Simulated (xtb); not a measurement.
Sb(Br)(SiH3)2 (BrH6SbSi2), SMILES [SiH3][Sb]([SiH3])[Br]. All values are semi-empirical tight-binding results from xtb (GFN2-xTB unless named), good for trends rather than for accurate numbers. The structure is a stationary point at GFN2-xTB.

For metal compounds this method's bond lengths and energies can be far off.

Computed properties:
```yaml
point_group_as_xtb_finds_it: Cs
orbital_gap: 2.98 eV
zero_point_energy: 30.0 kcal/mol
G − E(el) at 298.15 K (modified RRHO): 6.3 kcal/mol
```
